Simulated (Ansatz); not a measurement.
C₂H₃BCl₃N, SMILES `CC#[N+][B-](Cl)(Cl)Cl`. Charge 0, multiplicity 1. Geometry: relaxed with PBE0-D4/def2-TZVP.

```xyz
10

C    -2.030    0.509    0.126
C    -0.638    0.160    0.040
N     0.465   -0.117   -0.028
B     1.994   -0.500   -0.124
Cl    2.720    0.048    1.456
Cl    2.621    0.418   -1.569
Cl    2.016   -2.309   -0.346
H    -2.599   -0.350    0.489
H    -2.154    1.345    0.816
H    -2.395    0.795   -0.862
```

(1) What is the dipole moment at B3LYP/def2-TZVPP? (Best estimate.)

(2) And with PBE, r2SCAN, ωB97M-V? (Best estimate.)

(3) Give the Mulliken charges with B3LYP, PBE, r2SCAN in def2-TZVPP. (An estimate is asked.)

## Answers

(1) The calculation gave: 9.48 D, with components (-9.17, 2.30, 0.57) D in this frame, pointing from negative to positive charge.

(2) Ansatz gave: PBE 9.17 D, r2SCAN 9.47 D, ωB97M-V 9.68 D.

(3) Computed: 
```
atom  B3LYP    PBE  r2SCAN
  C1  -0.14  -0.11   -0.02
  C2  -0.03  -0.15   -0.04
  N3   0.20   0.31    0.20
  B4   0.22   0.11    0.21
 Cl5  -0.22  -0.20   -0.22
 Cl6  -0.22  -0.20   -0.22
 Cl7  -0.22  -0.20   -0.22
  H8   0.14   0.14    0.11
  H9   0.14   0.14    0.11
 H10   0.14   0.14    0.11
```

B3LYP here is the variant with VWN-RPA as its local correlation; programs differ in this.
